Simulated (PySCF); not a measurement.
## Exercise with solution: chemical shift, span and skew from a shielding tensor

(Z)-1-bromo-2-chloro-1,2-difluoroethene (C₂BrClF₂), SMILES F/C(Cl)=C(\F)Br. Atoms are numbered in the order given.

```xyz
6

F      1.1512     2.2554     0.0000
C      0.2942     1.2412     0.0000
Cl    -1.3557     1.6963     0.0000
C      0.7440    -0.0260     0.0000
F      2.0513    -0.2647     0.0000
Br    -0.3430    -1.5441     0.0000
```
Charge 0, spin multiplicity 1.

The structure is a stationary point at TPSSh-D3(BJ)/def2-SVP.

GIAO shieldings from PBE/pcSseg-1 in PySCF, non-relativistic, no solvent. The symmetric part of the tensor of F5 has the principal values 198.1, 249.4, 315.9 ppm. The same nucleus in CFCl3 has σ = 133.6 ppm at this level (PySCF, at its B3LYP-D3(BJ)/def2-TZVP geometry). Without spin–orbit terms, shifts of atoms bonded to Cl or Br come out too high.

### Question
Work out the isotropic shielding, the ¹⁹F shift against CFCl3, the span and the skew.

### Answer

σ(iso) = (σ11 + σ22 + σ33)/3 = 254.5 ppm. δ = σ(ref) − σ(iso) = 133.6 − (254.5) = -120.9 ppm.
Span Ω = σ33 − σ11 = 117.8 ppm. Skew κ = 3(σ(iso) − σ22)/Ω = 0.13. Tumbling in solution averages the tensor to δ; in a static solid the shielding alone would spread this spin-1/2 line over Ω.
